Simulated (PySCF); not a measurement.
PySCF input file for InFI2, SMILES [F][In]([I])[I], PBE0-D3(BJ)/def2-SVP. Geometry optimised at PBE0-D3(BJ)/def2-SVP. The structure was generated by enumeration; whether it is a known compound was not checked. The def2 effective core potentials stand for the cores of I, In; spin–orbit coupling is left out.

```python
import numpy as np
from pyscf import gto, scf, dft, df
from pyscf.hessian import thermo

mol = gto.M(
    atom='''
    In    0.00000000   -0.00000000    0.67300305
    F     0.00000000   -0.00000001    2.62305781
    I     0.00000000    2.34849463   -0.53381764
    I     0.00000000   -2.34849463   -0.53381764
    ''',
    basis='def2-SVP',
    ecp={'I': 'def2-svp', 'In': 'def2-svp'},
    charge=0,
    spin=0,
    max_memory=1600,
    verbose=3,
)
mf = dft.RKS(mol, xc='pbe0').density_fit(auxbasis='def2-universal-jkfit')
mf.disp = 'd3bj'
mf.grids.level = 3
mf.conv_tol = 1e-11
mf.max_cycle = 100
mf.kernel()

# [left out here: the lines that compute and print the analytic Hessian (its translational invariance restored by hand, since the grid's response is missing), thermochemistry and intensities]
```

Program output:

```
converged SCF energy = -885.366430671332

WARN: DFTD3 does not support analytical Hessian, using finite difference


WARN: Mole.unit (angstrom) is changed to Bohr

Mode                                 0                   1                   2
Irrep
Freq [cm^-1]                       48.7207             92.8169            115.1263
Reduced mass [au]                  96.6290             36.3488             21.3546
Force const [Dyne/A]                0.1351              0.1845              0.1668
Char temp [K]                      70.0982            133.5428            165.6411
Normal mode                   x     y     z       x     y     z       x     y     z
       0  In                -0.00  0.00 -0.05    0.07 -0.00 -0.00    0.00  0.01  0.00
       1   F                 0.00 -0.00 -0.05   -0.15  0.00 -0.00   -0.00 -0.21  0.00
       2   I                 0.00  0.04  0.03   -0.02  0.00  0.00   -0.00  0.01 -0.02
       3   I                 0.00 -0.04  0.03   -0.02 -0.00  0.00   -0.00  0.01  0.02
Mode                                 3                   4                   5
Irrep
Freq [cm^-1]                      177.8178            244.6086            617.9210
Reduced mass [au]                  99.2149            118.2585             21.5712
Force const [Dyne/A]                1.8483              4.1689              4.8528
Char temp [K]                     255.8402            351.9373            889.0508
Normal mode                   x     y     z       x     y     z       x     y     z
       0  In                -0.00 -0.00  0.05   -0.00  0.07  0.00   -0.00 -0.00 -0.04
       1   F                 0.00  0.00  0.05    0.00 -0.01  0.00    0.00 -0.00  0.21
       2   I                 0.00  0.05 -0.02    0.00 -0.03  0.02    0.00 -0.00  0.00
       3   I                 0.00 -0.05 -0.02    0.00 -0.03 -0.02    0.00  0.00  0.00
temperature 298.1500 [K]
pressure 101325.00 [Pa]
Rotational constants [GHz] 1.98292 0.36102 0.30541
Symmetry number 2
Zero-point energy (ZPE) 0.00295 [Eh]   7757.850 [J/mol]
                           tot       elec      trans        rot        vib
Entropy [J/mol/K]       377.533      0.000    183.078    126.719     67.736
Cv [J/mol/K]             68.895      0.000     12.472     12.472     43.951
Cp [J/mol/K]             77.209      0.000     20.786     12.472     43.951
Internal energy [J/mol]                      3718.434   3718.434  17033.326
Internal energy [Eh]   -885.35711  -885.36643
Enthalpy [J/mol]                             6197.391   3718.434  17033.326
Enthalpy [Eh]          -885.35617
Gibbs free energy [J/mol]                  -48387.191 -34062.965  -3162.035
Gibbs free energy [Eh] -885.39904
static polarisability / bohr^3: [[ 51.331  -0.      0.   ]
 [ -0.    132.184   0.   ]
 [ -0.     -0.     70.394]]
largest difference of analytic and finite-field dipole derivatives / e: 0.0023660395871250017
mode   freq/cm-1   IR/(km/mol)   Raman/(A^4/amu)   depolarisation
   1       48.72         0.951             3.041            0.668
   2       92.82        12.645             0.093            0.750
   3      115.13        21.349             1.500            0.750
   4      177.82         2.593            16.328            0.169
   5      244.61        54.054             2.086            0.750
   6      617.92        65.270             9.094            0.198
max |gradient| / (hartree/bohr): 0.0001641646624003344
APT charges: [ 1.5034 -0.6686 -0.4175 -0.4175]
```

The run converged.
